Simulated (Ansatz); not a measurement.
Worked example: vertical ionisation energy of C2H10OSi2 (SMILES C[SiH2]O[SiH2]C)

C2H10OSi2 has 15 atoms, charge 0, and is taken as a singlet. As SMILES, `C[SiH2]O[SiH2]C`. The shape is that of a PBE0-D4/def2-TZVP optimisation. This is one conformer, not always the lowest.

```
atom    x (Å)    y (Å)    z (Å)
   C  -2.6257   0.3103  -0.2487
  Si  -1.1740  -0.6693  -0.8750
   O   0.2043   0.2102  -0.8007
  Si   1.3474   0.8533   0.1782
   C   2.4800  -0.4662   0.8382
   H  -2.4845   0.5982   0.7960
   H  -2.7668   1.2195  -0.8379
   H  -3.5416  -0.2836  -0.3150
   H  -1.0135  -1.9093  -0.0625
   H  -1.3785  -1.0573  -2.2947
   H   2.1115   1.8457  -0.6212
   H   0.6863   1.5638   1.3103
   H   1.9266  -1.1993   1.4302
   H   2.9819  -0.9934   0.0234
   H   3.2466  -0.0227   1.4796
```

Both states at this one shape; open shells run unrestricted unless said. 1 Eh = 27.2114 eV.

| level | program | singlet C2H10OSi2 (Eh) | doublet [C2H10OSi2]+ (Eh) | HOMO of the first (eV) |
| --- | --- | --- | --- | --- |
| revPBE/6-31G* (spherical functions) | Ansatz | -736.301831 | -735.957294 | -6.60 |
| BHLYP/6-31G* (spherical functions) | Ansatz | -736.405095 | -736.024815 | -9.43 |
| CAM-B3LYP/6-31G* (spherical functions) | Ansatz | -736.422877 | -736.046401 | -9.44 |
| wB97M-V/6-31G* (spherical functions) | Ansatz | -736.362924 | -735.983364 | -10.33 |

Q: Work out the vertical ionisation energy at each level.

A: 
1. revPBE/6-31G* (spherical functions): -735.957294 − (-736.301831) = 0.344537 Eh = 9.38 eV; −ε(HOMO) = 6.60 eV.
2. BHLYP/6-31G* (spherical functions): -736.024815 − (-736.405095) = 0.380280 Eh = 10.35 eV; −ε(HOMO) = 9.43 eV.
3. CAM-B3LYP/6-31G* (spherical functions): -736.046401 − (-736.422877) = 0.376476 Eh = 10.24 eV; −ε(HOMO) = 9.44 eV.
4. wB97M-V/6-31G* (spherical functions): -735.983364 − (-736.362924) = 0.379560 Eh = 10.33 eV; −ε(HOMO) = 10.33 eV.

No measured value is set beside it here; the levels span 9.38 to 10.35 eV. In semi-local functionals −ε(HOMO) lies far under the ionisation energy, a result of self-interaction.
